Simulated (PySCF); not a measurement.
SMILES B1N[B]NBN1 (H5B3N3), doublet at its B3LYP/def2-SVP optimised geometry (Å):

```
11

B     -0.8273    -1.3287     0.0000
N      0.5943    -1.3287     0.0000
B      1.3388    -0.1024     0.0000
N      0.5919     1.1171    -0.0002
B     -0.8375     1.1605    -0.0001
N     -1.5326    -0.0944     0.0000
H      1.0977    -2.2082     0.0001
H      2.5460    -0.1031     0.0001
H      1.1006     1.9936    -0.0002
H     -1.4371     2.2082    -0.0001
H     -2.5460    -0.0938     0.0000
```

Method: unrestricted B3LYP/def2-TZVP in PySCF 2.14.0.

Map of the Laplacian of the electron density (e/bohr⁵) on the plane z = 1.0 Å:

```
|                           |
|                           |
|                           |
|                           |
|                           |
|                           |
|         ..                |
|        ..:......          |
|        .:::::-=-.         |
|        .:---=##=:         |
|        .---=*@@*:.        |
|       .-====+#%+-..       |
|      .-+#*=--=+=-::.      |
|      :=#@%=::-=--::.      |
|      :=#@#=-:-=--::.      |
|      .:=++===**=-:.       |
|       .:---=*@@*-.        |
|        ..::-*%@+:.        |
|         ...:-++=:         |
|           ...:::.         |
|               ..          |
|                           |
|                           |
|                           |
|                           |
|                           |
|                           |
```
Scale: ten equal steps from 0.000 (start of ' ') to 0.123 (end of '@'), in the order ' .:-=+*#%@'; x runs from -5.00 to 5.00, y from -5.00 (bottom) to 5.00 (top).
